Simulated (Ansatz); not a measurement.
`BO[SiH2]C#C`, relaxed with RKS PBE-D4/def2-SVP in Ansatz 0.2.0 from a rough embedded geometry. The force threshold is 0.03 eV/Å; the program also tests the step.

Charge 0, multiplicity 1.

Start:

```xyz
10

B    -0.900   -1.750   -1.161
O    -0.575   -0.361   -1.070
Si    0.179   -0.096    0.487
C     0.637    1.664    0.536
C     0.904    2.841    0.710
H    -0.099   -2.568   -1.571
H    -1.931   -2.178   -0.765
H    -0.722   -0.462    1.506
H     1.381   -0.931    0.541
H     1.125    3.840    0.786
```

(1) By how much does the energy fall, and how many steps does the optimiser take? (An estimate is asked.)

(2) Which bonds change most? (Best estimate.)

(3) Give the relaxed structure. (Estimate.)

Results:

(1) The calculation gave: 79.72 kJ/mol, in 14 steps, 2 of them rejected.

(2) Ansatz gave: Si3–H8 from 1.408 to 1.496 Å; B1–O2 from 1.429 to 1.358 Å; C5–H10 from 1.025 to 1.083 Å; O2–Si3 from 1.750 to 1.700 Å.

(3) The calculation gave: 
```xyz
10

B    -0.953   -1.585   -1.257
O    -0.989   -0.773   -0.169
Si    0.255   -0.259    0.869
C     0.562    1.522    0.569
C     0.782    2.714    0.375
H     0.102   -2.092   -1.616
H    -2.002   -1.784   -1.846
H    -0.236   -0.461    2.268
H     1.504   -1.048    0.603
H     0.974    3.766    0.203
```
